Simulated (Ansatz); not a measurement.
Potential energy curve for SMILES [C-](#[N+]C)->[Au][CH3] (C3H6AuN). The Au1–C8 bond (Au1 also carries C; C8 carries H, H, H) is pulled apart rigidly from the PBE0/def2-SVP, def2 effective core potentials past Kr optimised geometry.

Method: unrestricted PBE0/def2-SVP, def2 effective core potentials past Kr (Ansatz, an electronic-structure program).

Task: Relative to R = 2.05 Å, what are the energies at R = 1.69, 2.33, 4.28, 5.93 Å?

Result: 189.6 kJ/mol at 1.69 Å, 41.5 kJ/mol at 2.33 Å, 363.5 kJ/mol at 4.28 Å, 373.4 kJ/mol at 5.93 Å.

The unrestricted determinant behind UKS-PBE0 is spin-contaminated at 3.37 to 5.93 Å (<S²> up to 1.0, against 0.00 for a pure singlet).
